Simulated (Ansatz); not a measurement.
`[Cl][Sn]([Cl])([SeH])[SeH]` at its PBE0-D4/def2-TZVP geometry, where that method's forces vanish. Total charge 0; spin multiplicity 1. Sn takes the def2 core potential.

| atom | x (Å) | y (Å) | z (Å) |
| --- | --- | --- | --- |
| Cl1 | 1.687 | -2.103 | 0.325 |
| Sn2 | -0.046 | -0.596 | 0.027 |
| Cl3 | -1.990 | -1.842 | -0.145 |
| Se4 | 0.106 | 0.629 | -2.151 |
| Se5 | 0.006 | 0.831 | 2.085 |
| H6 | 1.271 | 1.379 | -1.657 |
| H7 | -1.034 | 1.701 | 1.516 |

Question: For each bond, give half the difference of the two atoms' forces along it (eV/Å; positive pushes the atoms apart) under PBE-D4, r2SCAN-D4, B3LYP-D4, ωB97M-V in def2-TZVPP. (An estimate is asked.)

Answer: Computed: 
```csv
bond,length (Å),PBE-D4,r2SCAN-D4,B3LYP-D4,ωB97M-V
Cl1–Sn2,2.315,0.23,0.08,0.21,-0.01
Sn2–Cl3,2.315,0.23,0.08,0.21,-0.01
Sn2–Se4,2.504,0.14,0.04,0.12,-0.09
Sn2–Se5,2.504,0.14,0.04,0.12,-0.09
Se4–H6,1.471,0.26,-0.01,0.04,-0.10
Se5–H7,1.471,0.26,-0.01,0.04,-0.10
```

B3LYP here is the variant with VWN-RPA as its local correlation; programs differ in this.
